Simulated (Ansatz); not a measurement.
Calculated with Ansatz (gas phase, PBE0-D4/def2-TZVP geometries, no zero-point term in ΔE). CCSD(T)/CBS is the MP2 limit (def2-TZVPP, def2-QZVPP) plus CCSD(T) − MP2 in def2-TZVPP, frozen cores. This one scheme is used for every species. Functionals use def2-TZVPP. B3LYP here is the variant with VWN-RPA as its local correlation; programs differ in this. Each species was taken in one conformer, which may not be the lowest.

Consider the formal loss of a carbene: `CC[CH](F)[AlH2]` → `C[CH2][AlH2]` + `[CH]F`.

```
             level  ΔE (kJ/mol)  difference from CCSD(T)/CBS
            PBE-D4        375.1                         15.6
         r2SCAN-D4        379.3                         19.8
           PBE0-D4        381.3                         21.8
          B3LYP-D4        358.9                         -0.6
           ωB97X-V        365.5                          6.0
           ωB97M-V        357.3                         -2.2
            B2PLYP        356.6                         -2.9
               PBE        368.1                          8.6
            r2SCAN        377.3                         17.8
              PBE0        375.3                         15.8
             B3LYP        347.9                        -11.6
     HF/def2-TZVPP        311.1                        -48.4
    MP2/def2-TZVPP        377.8                         18.3
SCS-MP2/def2-TZVPP        360.8                          1.3
   CCSD/def2-TZVPP        349.2                        -10.3
CCSD(T)/def2-TZVPP        352.1                         -7.4
     HF/def2-QZVPP        310.5                        -49.0
    MP2/def2-QZVPP        381.8                         22.3
SCS-MP2/def2-QZVPP        364.4                          4.9
      HF/CBS(def2)        310.4                        -49.1
     MP2/CBS(def2)        385.1                         25.6
    CCSD/CBS(def2)        356.5                         -3.0
       CCSD(T)/CBS        359.5                            0
```

Largest T1 diagnostic among the species: 0.018.

From PBE to PBE0 (25 % exact exchange), in def2-TZVPP and without D4, ΔE moves by +7.2 kJ/mol. In def2-TZVPP, CCSD(T) changes the Hartree–Fock value by +41.0 kJ/mol (the triples alone add +3.0 kJ/mol) and MP2 by +66.7 kJ/mol. The D4 term adds +11.0 kJ/mol with B3LYP and +6.0 kJ/mol with PBE0; it sums over pairs of atoms, weighted by their polarisabilities, and B3LYP, whose exchange is more repulsive, gets the larger term.
